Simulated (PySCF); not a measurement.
A structure optimised at B3LYP-D3(BJ)/def2-SVP, used in a PySCF frequency run:

```xyz
5

Cl    -0.3536     2.3463     0.0000
C     -0.7651     0.7315     0.0000
C     -0.1152    -0.4192     0.0000
Cl     1.6286    -0.5241     0.0000
Cl    -0.9644    -1.9325     0.0000
```
Charge 0, spin multiplicity 2.

**Question.** Write its SMILES, formula and point group.

**Answer.** Cl[C]=C(Cl)Cl, C2Cl3, Cs

**Question.** What are its rotational constants (standard atomic weights)?

**Answer.** 3.6458, 1.4614, 1.0432 GHz
